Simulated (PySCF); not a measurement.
## Polarisability and C₆ of Hg⁺ (mercury, charge +1)

[Xe] 4f14 5d10 6s1, 2S determinant. Calculation: PySCF 2.14, in aug-cc-pVTZ-PP with ECP60MDF; scalar relativity through the core potential. Coupled (time-dependent) response in atomic units; α is the mean over directions.

| method | mean α (bohr³) | C₆ (like pair) | S(−4) |
| --- | --- | --- | --- |
| UHF | 24.36 | 175.6 | 317.4 |
| PBE | 19.16 | 145.2 | 138.0 |
| PBE0 | 19.85 | 148.5 | 159.4 |
| r2SCANh | 20.78 | 158.9 | 172.0 |

S(−4) is the Cauchy moment in α(ω) = α(0) + S(−4) ω² + …

α(iu) at UHF:

```tsv
u (hartree)	α(iu) (bohr³)
0	24.36
0.0500	23.60
0.100	21.69
0.200	17.05
0.300	13.43
0.500	9.276
0.750	6.672
1.00	5.161
1.50	3.418
2.00	2.439
3.00	1.412
5.00	0.6321
```

For an ion, C₆ is the dispersion term alone; charge-induced terms of lower order in 1/R come first.

Energies and moments cover only the electrons outside the core potential. Spin-orbit coupling, which splits the p, d and f shells strongly at this Z, is absent.
